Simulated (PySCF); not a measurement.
Mo(NH)2(OH)2 (H4MoN2O2), SMILES [Mo](=[NH])([OH])(=[NH])[OH], multiplicity 1.

The structure is a stationary point at B3LYP-D3(BJ)/def2-SVP. The spin state was assumed, not searched. The def2 effective core potentials stand for the cores of Mo; spin–orbit coupling is left out. The values are those of a single conformer.

Method: TDA-B3LYP/def2-SVPD (PySCF).

Vertical excitations.  State labels are in the subgroup C2.

Computed lowest excited states:
| state | symmetry | energy (eV) | λ (nm) | f | main pairs |
|---|---|---|---|---|---|
| S1 | B | 4.39 | 283 | 0.002 | HOMO→LUMO 77 %, HOMO→LUMO+1 18 % |
| S2 | B | 4.67 | 266 | 0.004 | HOMO→LUMO+1 49 %, HOMO−1→LUMO+1 27 %, HOMO→LUMO 12 %, HOMO−1→LUMO 9 % |
| S3 | B | 4.77 | 260 | 0.007 | HOMO−1→LUMO 54 %, HOMO−1→LUMO+1 38 % |
| S4 | A | 5.11 | 243 | 0.000 | HOMO−2→LUMO 81 % |
| S5 | B | 5.33 | 233 | 0.010 | HOMO→LUMO+2 45 %, HOMO−1→LUMO+1 18 %, HOMO−1→LUMO 12 %, HOMO→LUMO+1 11 % |
| S6 | A | 5.42 | 229 | 0.001 | HOMO−2→LUMO+1 47 %, HOMO−3→LUMO 19 %, HOMO−3→LUMO+1 10 %, HOMO−2→LUMO 9 % |
| S7 | A | 5.53 | 224 | 0.001 | HOMO−3→LUMO 43 %, HOMO−3→LUMO+1 41 %, HOMO→LUMO+3 7 % |
| S8 | A | 5.73 | 216 | 0.000 | HOMO→LUMO+3 70 %, HOMO−2→LUMO+1 18 % |
| S9 | B | 5.77 | 215 | 0.015 | HOMO−1→LUMO+2 59 %, HOMO→LUMO+2 28 % |
| S10 | A | 5.91 | 210 | 0.002 | HOMO−1→LUMO+3 44 %, HOMO−3→LUMO+1 30 %, HOMO−3→LUMO 12 % |
| T1 | B | 3.91 | 317 | 0 | HOMO→LUMO+1 37 %, HOMO→LUMO 31 %, HOMO−1→LUMO 17 %, HOMO−1→LUMO+1 6 % |
| T2 | B | 4.06 | 305 | 0 | HOMO→LUMO+1 45 %, HOMO→LUMO 40 %, HOMO−1→LUMO 7 % |
| T3 | B | 4.14 | 299 | 0 | HOMO−1→LUMO 40 %, HOMO−1→LUMO+1 29 %, HOMO→LUMO 18 %, HOMO→LUMO+1 8 % |
| T4 | A | 4.40 | 281 | 0 | HOMO−2→LUMO+1 41 %, HOMO−3→LUMO+1 15 %, HOMO−3→LUMO 15 %, HOMO−1→LUMO+3 7 % |
Triplets are in the Tamm–Dancoff approximation.
